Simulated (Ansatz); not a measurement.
`C[CH2][Al]([OH])[OH]` → `CO[CH2][AlH][OH]`  (isomerisation)

Program: Ansatz. Geometries: PBE0-D4/def2-TZVP. ΔE: electronic, gas phase. CBS: MP2 limit from def2 TZ/QZ plus the TZ coupled-cluster correction, frozen cores. One conformer a species, not always the lowest.

| species | CCSD/def2-TZVPP energy (Eh) |
| --- | --- |
| `C[CH2][Al]([OH])[OH]` | -472.63957 |
| `CO[CH2][AlH][OH]` | -472.53029 |

Question: Work out ΔE.

Answer: ΔE = (-472.53029) − (-472.63957) = 0.10928 Eh = +2.97 eV. CCSD(T)/CBS gives +3.01 eV.

Question: What do rigid-rotor, harmonic-oscillator terms from PBE0-D4/def2-TZVP frequencies (298.15 K, 1 bar) make of the CCSD(T)/CBS value? (An estimate is asked.)

Answer: Computed: ΔZPE = -0.07 eV, ΔH = +2.93 eV, ΔS = -12 J/(mol·K), ΔG = +2.97 eV. Modes under 50 cm⁻¹ make the entropy rough.

Largest T1 diagnostic among the species: 0.012.

At CCSD(T), def2-SVP lies −0.25 eV from the extrapolated value and def2-TZVPP −0.05 eV. In def2-TZVPP, CCSD(T) changes the Hartree–Fock value by +0.05 eV (the triples alone add −0.02 eV) and MP2 by +0.20 eV. From r2SCAN to r2SCAN0 (25 % exact exchange), in def2-TZVPP and without D4, ΔE moves by +0.05 eV.
